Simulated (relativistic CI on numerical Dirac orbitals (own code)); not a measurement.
Dy⁴⁺ (4f8) in a crystal field

Calculated by Dirac-Coulomb-Breit CI, orbitals from a KLI potential per configuration, model QED (radiative potential, 1s self-energy scaled to tabulated hydrogen-like ionisation energies), one configuration in a parametric crystal field, unscaled Slater integrals (own radial code). With so little scaling, terms lie 10 to 35 % too far apart, which can change the order of excited levels.

Field parameters in Wybourne normalisation. The field is a parameter set, without covalency.

S and J are read from ⟨S²⟩ = S(S + 1) and ⟨J²⟩ = J(J + 1) of each level; they are not fictitious spins.

D3h, B20 = -380, B40 = -1150, B60 = -310, B66 = 50 cm⁻¹, the lowest 16 levels:

```tsv
E (cm⁻¹)	Degeneracy	S	J
0.0	1	2.96	6.00
26.6	2	2.96	6.00
101	2	2.96	5.99
202	1	2.96	6.00
205	1	2.96	5.99
208	1	2.96	6.00
208	1	2.96	6.00
290	2	2.96	6.00
300	2	2.96	6.00
2529	1	2.98	5.00
2539	1	2.98	4.99
2575	2	2.98	5.00
2614	2	2.98	5.00
2645	2	2.98	5.00
2676	1	2.98	5.00
2758	2	2.98	5.00
```

C2v, B20 = -330, B22 = 450, B40 = 20, B42 = -300, B44 = 340, B60 = -880, B62 = -140, B64 = 220, B66 = 960 cm⁻¹, the lowest 10 levels:

```csv
E (cm⁻¹),Degeneracy,S,J
0.0,1,2.96,6.00
0.2,1,2.96,6.00
64.2,1,2.96,6.00
66.7,1,2.96,6.00
116,1,2.96,6.00
120,1,2.96,6.00
179,1,2.96,5.99
209,1,2.96,5.99
284,1,2.96,5.99
287,1,2.96,5.99
```

The next free-ion level lies 2449 cm⁻¹ above the lowest; the field splits the ground level into components whose J stays near 6 as long as their spread is small against that gap.

Levels of this model without a field, named by their leading LS term: 7F_6 0, 7F_5 2449, 7F_4 3977, 7F_3 5160, 7F_2 5996, 7F_1 6547, 7F_0 6817, 5D_4 24550 cm⁻¹.
